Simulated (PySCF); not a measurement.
Gas-phase reaction: GaH3 + 3 GaI = GaI3 + 3 GaH, at 600 K and a standard pressure of 1 bar. Level: r2SCAN/def2-TZVP†.

Energies from PySCF, thermal terms from the rigid-rotor harmonic-oscillator model, ideal gas at 1 bar. † marks an energy on the PBE0/def2-TZVP geometry and frequencies. All species are closed-shell singlets. I: scalar-relativistic def2 core potential, no spin-orbit coupling. Ga: all electrons, no relativistic terms. GaH3, GaH: computed as isolated molecules; such fragments, hydroxides, amides, oligomers or adducts are transient or little studied in the gas. The harmonic model lacks anharmonicity and excited electronic states, which grow with temperature; levels with a mode under 35 cm⁻¹ are left out. Soft modes under 120 cm⁻¹ make the harmonic entropy rough for GaI3.

| species | E (Ha) | H(600 K) − E (kJ/mol) | S°(600 K) (J/mol/K) |
|---|---|---|---|
| GaH3 | -1926.60468 | 74.8 | 253.2 |
| GaI | -2222.72632 | 22.6 | 285.6 |
| GaI3 | -2818.48998 | 50.4 | 442.2 |
| GaH | -1925.39672 | 27.5 | 221.0 |
E: electronic energy; H − E holds the zero-point and thermal terms. 1 Ha = 2625.5 kJ/mol.

Task: Work out ΔH°, ΔS°, ΔG° and log10 K from these numbers.

Result: 1. ΔE = 1×(-2818.48998) + 3×(-1925.39672) − 1×(-1926.60468) − 3×(-2222.72632) = 0.10350 Ha = 271.7 kJ.
2. Δ(H − E) = 1×(50.4) + 3×(27.5) − 1×(74.8) − 3×(22.6) = -9.7 kJ, so ΔH° = 262.0 kJ.
3. ΔS° = 1×(442.2) + 3×(221.0) − 1×(253.2) − 3×(285.6) = -4.8 J/K; the number of gas molecules stays the same.
4. ΔG° = ΔH° − TΔS° = 262.0 − 600×(-4.8)/1000 = 264.9 kJ.
5. log10 K = −ΔG°/(RT ln 10) = -23.05, with RT ln 10 = 11.49 kJ/mol; at standard pressures the reactants are favoured.
6. A shift of 10 kJ in ΔE would move log10 K by 0.87 here.
For scale, ΔH°(298 K) is 259 kJ at this level, 240 kJ at ωB97M-V/def2-TZVP†, and runs from 199 to 271 kJ over the 18 levels computed.
